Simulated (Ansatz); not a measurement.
# C2HGaO: structure from calculated spectroscopic constants

These gas-phase data were calculated for one isomer of C2HGaO at PBE-D3(BJ)/def2-SVP (harmonic, unscaled wavenumbers; equilibrium rotational constants with average atomic masses):

| Item | Value |
| --- | --- |
| rotational constants | 1.728 GHz |
| all wavenumbers above 1500 cm⁻¹ | 3430, 2194 |
| dipole moment | 3.50 D (PBE0/def2-TZVPD) |

Candidates:

(1) `OC#[C][Ga]`, a singlet
(2) `C#C[O][Ga]`, a singlet

Which candidate do the data belong to?

Candidate (2). The band at 3430 cm⁻¹ lies where the ≡C–H stretch is expected; (1) has no mode between 3300 and 3560 cm⁻¹.

The same quantities for all candidates:

|  | rotational constants (GHz) | wavenumbers above 1500 cm⁻¹ | dipole (D) | E above the lowest, PBE-D3(BJ)/def2-SVP (kcal/mol) |
| --- | --- | --- | --- | --- |
| (1) | 642.5, 1.441, 1.438 | 3636, 2161 | 2.04 | 23.3 |
| (2) | 1.728 | 3430, 2194 | 3.50 | 0.0 |

Programs: Ansatz 0.2.0.
